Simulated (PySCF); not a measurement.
## Nb⁺ (niobium, charge +1) across methods

[Kr] 4d3 5s1, high-spin 5F determinant (an excited configuration). Computed with PySCF 2.14 in aug-cc-pwCVDZ-PP with ECP28MDF (6s6p5d3f, 70 functions), with a scalar-relativistic core potential.

```tsv
method	E (hartree)	mean ε 4p β (eV)	mean ε 4d α (eV)	mean ε 5s α (eV)	Σ⟨r²⟩ (bohr²)	⟨S²⟩
r2SCAN	-56.4090	-43.240	-12.778	-11.350	39.81	6.002
PBE0	-56.3696	-44.680	-13.799	-11.754	39.95	6.001
M06	-56.2998	-44.615	-13.297	-11.456	40.17	6.000
wB97X	-56.3489	-47.328	-15.853	-13.234	39.97	6.001
B97-3	-56.3739	-44.911	-13.690	-11.600	39.93	6.001
LDA	-56.2173	-42.533	-12.365	-11.407	40.17	6.000
PBE	-56.3812	-42.516	-12.392	-11.146	40.07	6.001
BP86	-56.4366	-42.705	-12.462	-11.318	39.98	6.001
UHF	-55.92654	-50.011	-17.486	-13.170	40.40	6.005
```

Energies and moments cover only the electrons outside the core potential.
